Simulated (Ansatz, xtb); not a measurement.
**Relative energy of two structures of C5H11B**

We compare a, a singlet given by its coordinates, with b, `B[C@@H]1CC[C@@H]1C`, a singlet. Both are isolated molecules in the gas phase, relaxed with PBE0-D3(BJ)/def2-SVP; the shapes shown needn't be the lowest conformers.

a (Å):

```xyz
17

C    -0.7657   -0.9734   -0.0087
C     0.4643   -1.2194    0.8307
C    -1.9843   -1.8924    0.2086
C    -2.8886   -0.6706    0.4572
C    -1.6777    0.2739    0.3976
B    -0.6747   -0.1891   -1.3223
H     0.2545    0.5702   -1.4856
H    -1.5429   -0.2697   -2.1633
H     1.1853   -0.3925    0.7435
H     0.2153   -1.3517    1.8979
H     0.9738   -2.1375    0.4967
H    -2.2568   -2.5374   -0.6398
H    -1.8743   -2.5273    1.1012
H    -3.4200   -0.6651    1.4192
H    -3.6220   -0.4806   -0.3392
H    -1.3401    0.7416    1.3332
H    -1.7621    1.1057   -0.3420
```

Close contacts (Å): C1–C2 1.51, C1–C3 1.54, C1–C5 1.60, C1–B6 1.53, C3–C4 1.54, C4–C5 1.54, C5–B6 2.04, C2–H9 1.10, C2–H10 1.10, C2–H11 1.10, C3–H12 1.10, C3–H13 1.10, C4–H14 1.10, C4–H15 1.10, C5–H16 1.10, C5–H17 1.12, B6–H7 1.21, B6–H8 1.21.

b (Å):

```yaml
atoms:
  - { symbol: C, position_ang: [0.5179, 0.9160, -0.1283] }
  - { symbol: C, position_ang: [-0.3627, 0.4848, 1.0712] }
  - { symbol: C, position_ang: [-0.7674, -0.7748, 0.2826] }
  - { symbol: C, position_ang: [0.3858, -0.5202, -0.7165] }
  - { symbol: C, position_ang: [1.6013, -1.4031, -0.5045] }
  - { symbol: B, position_ang: [1.8423, 1.7062, 0.0050] }
  - { symbol: H, position_ang: [1.9661, 2.5454, 0.8715] }
  - { symbol: H, position_ang: [2.7453, 1.5635, -0.7910] }
  - { symbol: H, position_ang: [-0.0603, 1.6265, -0.7659] }
  - { symbol: H, position_ang: [0.2348, 0.2532, 1.9663] }
  - { symbol: H, position_ang: [-1.1689, 1.1690, 1.3748] }
  - { symbol: H, position_ang: [-1.7556, -0.6676, -0.1899] }
  - { symbol: H, position_ang: [-0.7453, -1.7348, 0.8222] }
  - { symbol: H, position_ang: [0.0880, -0.5576, -1.7771] }
  - { symbol: H, position_ang: [1.9310, -1.3828, 0.5483] }
  - { symbol: H, position_ang: [2.4495, -1.0774, -1.1258] }
  - { symbol: H, position_ang: [1.3785, -2.4511, -0.7605] }
```

Problem. Estimate E(b) − E(a) at the level CCSD(T)/def2-SVP + ΔMP2/def2-TZVPP.

Solution. Not settled: CCSD(T)/def2-SVP + ΔMP2/def2-TZVPP gives E(b) − E(a) = +1.27 kcal/mol, but this leans on the basis-set step: CCSD(T) alone gives +0.72 kcal/mol.

The same difference at several levels:

| level | geometry | E(b) − E(a) (kcal/mol) | departure from the last row (kcal/mol) | job, with rough time for the two |
| --- | --- | --- | --- | --- |
| GFN2-xTB | GFN2-xTB | −0.75 | −2.02 | optimisation, 0.3 s |
| HF/STO-3G | GFN2-xTB | −0.93 | −2.20 | single point, 0.42 s |
| r2SCAN-D4/def2-SVP | GFN2-xTB | +0.16 | −1.12 | single point, 3.3 s |
| PBE0-D3(BJ)/def2-SVP | PBE0-D3(BJ)/def2-SVP | +2.22 | +0.95 | optimisation, 95 s |
| HF/def2-SVP | PBE0-D3(BJ)/def2-SVP | −4.67 | −5.94 | part of the CCSD(T) run |
| MP2/def2-SVP | PBE0-D3(BJ)/def2-SVP | +1.84 | +0.57 | part of the CCSD(T) run |
| CCSD(T)/def2-SVP | PBE0-D3(BJ)/def2-SVP | +0.72 | −0.55 | single point |
| CCSD(T)/def2-SVP + ΔMP2/def2-TZVPP | PBE0-D3(BJ)/def2-SVP | +1.27 |  | single point, 52 s |

GFN2-xTB, HF/STO-3G, HF/def2-SVP put the two in the other order. r2SCAN-D4/def2-SVP finds them nearly level. The largest departure from CCSD(T)/def2-SVP + ΔMP2/def2-TZVPP is that of HF/def2-SVP, 5.94 kcal/mol. The last row adds to CCSD(T) the change of the MP2 difference between the two basis sets, here +0.55 kcal/mol.

With thermal terms from frequencies at re-optimised GFN2-xTB minima (ideal gas, soft modes damped towards free rotors, one conformer each, 298.15 K, 1 atm): the zero-point term adds −0.12 kcal/mol; ΔH is +1.13 and ΔG +1.07 kcal/mol.

The correlated steps freeze 6 core orbitals. Mirror images aren't counted in ΔG. Programs: Ansatz 0.2.0, xtb 6.7.1; the last row on 2 threads of Intel(R) Xeon(R) 6975P-C (Granite Rapids) on a shared host.
